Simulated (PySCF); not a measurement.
# Computed records: BGeH8NSi, B2GeH4O, B2GeH5O, B2GeH5

Computed with PySCF 2.14.0. Calculation on a computer-drawn molecule: the log of a Hartree-Fock and frozen-core CCSD(T) single point meant for a local Hartree-Fock minimum, with one planted fault or none, to be diagnosed. Offsets are logged minus clean, where the clean run is the same molecule without the fault. The reference is restricted for singlets and unrestricted otherwise, and also for a bond in bohr or an excited solution. Adding or removing an electron swaps singlet and doublet. The excited solution moves the top pair (singlet) or top alpha electron (doublet) to the lowest empty orbital. Highest occupied and lowest empty are orbital energies over both spins, largest force is the largest gradient component, triples share is (T) over the correlation energy, the T1 limit is 0.02 restricted and 0.045 unrestricted, electrons count all cores, a negative frequency is imaginary (commonest isotopes), and the dipole is about the centre of nuclear charge; on germanium a core potential holds 10 electrons, which the energies leave out, and 3d is frozen in MP2 and coupled-cluster steps.

Common to all runs: meant multiplicity 1; meant basis and core potential on germanium cc-pVDZ-PP ECP10MDF; logged SCF converged yes; possible faults no fault, one electron removed, one electron added, multiplicity raised by two, geometry at a saddle point, SCF held on an excited solution, minimal basis STO-3G, one bond length entered in bohr, all coordinates scaled.

(1) BGeH8NSi

Logged structure:
```xyz
12
BGeH8NSi
B      0.2513    -1.2496    -1.9882
N      0.0009    -0.5412    -0.8025
Si    -1.4170     0.3674    -0.3137
Ge    -3.1053     0.4195    -2.0199
H     -0.5808    -1.2845    -2.8546
H      1.2990    -1.8203    -2.1336
H      0.7452    -0.5604    -0.1273
H     -1.9839    -0.2255     0.9223
H     -1.0141     1.7544     0.0242
H     -3.6261    -0.9836    -2.3447
H     -2.5867     1.0672    -3.3073
H     -4.2788     1.2599    -1.4956
```

- meant charge: 0
- meant basis: cc-pV(D+d)Z
- logged electrons: 66
- logged basis functions: 114
- logged spin squared: 0
- logged highest occupied: -10.782 eV
- logged lowest empty: 3.5694 eV
- logged largest force: 3.935e-05 hartree/bohr
- logged lowest frequency: 53.878 cm⁻¹
- logged T1 diagnostic: 0.013463
- logged D1 diagnostic: 0.045624
- logged triples share: 0.026552
- logged CC converged: yes
- logged dipole magnitude: 1.2732 debye
- logged SCF stable within its kind: yes
- logged energy HF: -666.15842 hartree
- logged energy CCSD(T): -666.6949 hartree
- planted fault: no fault
- HF energy offset from clean run: 0 kcal/mol
- CCSD(T) energy offset from clean run: 0 kcal/mol

Drawn bonds:
```tsv
atom	other atom	order
1	2	1
2	3	1
3	4	1
1	5	1
1	6	1
2	7	1
3	8	1
3	9	1
4	10	1
4	11	1
4	12	1
```

(2) B2GeH4O

Logged structure:
```xyz
8
B2GeH4O
B     -1.0975     0.3402     2.3632
O     -0.2164     0.0874     1.3536
B     -0.4373     0.2381     0.0072
Ge     1.1183    -0.2471    -1.3545
H     -0.7190     0.1595     3.4856
H     -2.2066     0.7281     2.1155
H     -1.5269     0.6086    -0.3621
H      1.6191     1.2575    -1.3886
```

* meant charge: 0
* meant basis: cc-pVDZ
* logged electrons: 54
* logged basis functions: 85
* logged spin squared: 2.0199
* logged highest occupied: -7.7272 eV
* logged lowest empty: -0.0064028 eV
* logged largest force: 0.026007 hartree/bohr
* logged T1 diagnostic: 0.018267
* logged D1 diagnostic: 0.061839
* logged triples share: 0.027802
* logged CC converged: yes
* logged dipole magnitude: 1.0602 debye
* logged SCF stable within its kind: yes
* logged energy HF: -419.93849 hartree
* logged energy CCSD(T): -420.40168 hartree
* planted fault: multiplicity raised by two
* HF energy offset from clean run: 15.7 kcal/mol
* CCSD(T) energy offset from clean run: 25.92 kcal/mol

Drawn bonds:
```tsv
atom	other atom	order
1	2	1
2	3	1
3	4	1
1	5	1
1	6	1
3	7	1
4	8	1
```

(3) B2GeH4O

Structure as in entry 2.

* meant charge: 0
* meant basis: cc-pVDZ
* logged electrons: 53
* logged basis functions: 85
* logged spin squared: 0.778
* logged highest occupied: -16.467 eV
* logged lowest empty: -6.7111 eV
* logged largest force: 0.072577 hartree/bohr
* logged T1 diagnostic: 0.02098
* logged D1 diagnostic: 0.081203
* logged triples share: 0.027631
* logged CC converged: yes
* logged dipole magnitude: 2.7179 debye
* logged SCF stable within its kind: yes
* logged energy HF: -419.68468 hartree
* logged energy CCSD(T): -420.1364 hartree
* planted fault: one electron removed
* HF energy offset from clean run: 175 kcal/mol
* CCSD(T) energy offset from clean run: 192.4 kcal/mol

Drawn bonds:
```tsv
atom	other atom	order
1	2	1
2	3	1
3	4	1
1	5	1
1	6	1
3	7	1
4	8	1
```

(4) B2GeH5O

Logged structure:
```xyz
9
B2GeH5O
B      1.5413     0.8844     1.6352
B     -0.1793     0.6755     1.3206
Ge    -1.0906     1.0808    -0.6193
O     -1.0291    -0.2973    -1.7591
H      1.9726     1.9866     2.0395
H      2.3238    -0.0733     1.4532
H     -1.0287     0.2854     2.1494
H     -1.8119     2.3671    -1.2092
H     -1.4340    -0.2503    -2.6682
```

- meant charge: 1
- meant basis: cc-pVDZ
- logged electrons: 54
- logged basis functions: 90
- logged spin squared: 0
- logged highest occupied: -16.518 eV
- logged lowest empty: -4.9173 eV
- logged largest force: 0.039548 hartree/bohr
- logged T1 diagnostic: 0.021277
- logged D1 diagnostic: 0.076508
- logged triples share: 0.028117
- logged CC converged: yes
- logged dipole magnitude: 2.2132 debye
- logged SCF stable within its kind: yes
- logged energy HF: -420.21126 hartree
- logged energy CCSD(T): -420.69649 hartree

Drawn bonds:
```tsv
atom	other atom	order
1	2	1
2	3	1
3	4	1
1	5	1
1	6	1
2	7	1
3	8	1
4	9	1
```

Notes: T1 above single-reference limit.

(5) B2GeH5

Logged structure:
```xyz
8
B2GeH5
B     -1.0414     1.8701    -1.7753
B      0.0186     2.3043    -0.5393
Ge     1.5917     1.1416     0.1352
H     -2.0447     1.2742    -1.5158
H     -0.7886     2.1665    -2.9055
H     -0.0509     3.3381     0.0606
H      2.9949     1.2272    -0.4381
H      1.4587     0.1377     1.2664
```

* meant charge: 1
* meant basis: cc-pVDZ
* logged electrons: 46
* logged basis functions: 76
* logged spin squared: 0
* logged highest occupied: -11.25 eV
* logged lowest empty: -10.931 eV
* logged largest force: 0.10349 hartree/bohr
* logged CC converged: no
* logged dipole magnitude: 5.965 debye
* logged SCF stable within its kind: no
* logged energy HF: -344.91182 hartree

Drawn bonds:
```tsv
atom	other atom	order
1	2	1
2	3	1
1	4	1
1	5	1
2	6	1
3	7	1
3	8	1
```

Notes: CCSD not converged.

To be estimated
1. Which fault was planted in the run of B2GeH5O (entry 4)?
2. Give the missing planted fault for B2GeH5 (entry 5).

Calculated values
1. all coordinates scaled, by +4.6 %
2. SCF held on an excited solution

Further results for B2GeH5O (entry 4):

- HF energy offset from clean run: 9.216 kcal/mol
- CCSD(T) energy offset from clean run: 4.186 kcal/mol

Further results for B2GeH5 (entry 5):

* HF energy offset from clean run: 258.1 kcal/mol
